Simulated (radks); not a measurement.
Results of a calculation; reference values are marked as such.
All-electron atom: Ho29+ in [Kr] 4d2. Code: a radial shooting solver on a logarithmic mesh with Libxc functionals. Model: Dirac Kohn-Sham, PBE, spin-unpolarised, spherical densities, finite nucleus; open shells fill j = l - 1/2 first; Fermi nuclear charge, rms radius 5.2022 fm.

Unscreened Slater integrals over Kohn-Sham orbitals (cm^-1). Large and small components are both included. Empty in this configuration: 4d5/2.

integral,value
"F0(4d3/2,4d3/2)",401300
"F2(4d3/2,4d3/2)",204940
"F0(4d3/2,4p3/2)",398540
"F2(4d3/2,4p3/2)",204700
"G1(4d3/2,4p3/2)",252720
"G3(4d3/2,4p3/2)",162330
"F0(4d3/2,4p1/2)",407090
"G1(4d3/2,4p1/2)",263500
"F0(4d3/2,4s1/2)",407000
"G2(4d3/2,4s1/2)",203100
"F0(4d3/2,4d5/2)",398880
"F2(4d3/2,4d5/2)",203830
"G2(4d3/2,4d5/2)",203160
"G4(4d3/2,4d5/2)",138400
"F0(4p3/2,4p3/2)",396930
"F2(4p3/2,4p3/2)",207560
"F0(4p3/2,4p1/2)",405110
"G2(4p3/2,4p1/2)",209070
"F0(4p3/2,4s1/2)",405040
"G1(4p3/2,4s1/2)",273530
"F0(4p3/2,4d5/2)",396220
"F2(4p3/2,4d5/2)",203850
"G1(4p3/2,4d5/2)",253340
"G3(4p3/2,4d5/2)",162440
"F0(4p1/2,4p1/2)",414110
"F0(4p1/2,4s1/2)",413940
"G1(4p1/2,4s1/2)",279240
"F0(4p1/2,4d5/2)",404550
"G3(4p1/2,4d5/2)",166540
"F0(4s1/2,4s1/2)",414000
"F0(4s1/2,4d5/2)",404490
"G2(4s1/2,4d5/2)",202430
"F0(4d5/2,4d5/2)",396510
"F2(4d5/2,4d5/2)",202830
"F4(4d5/2,4d5/2)",138160
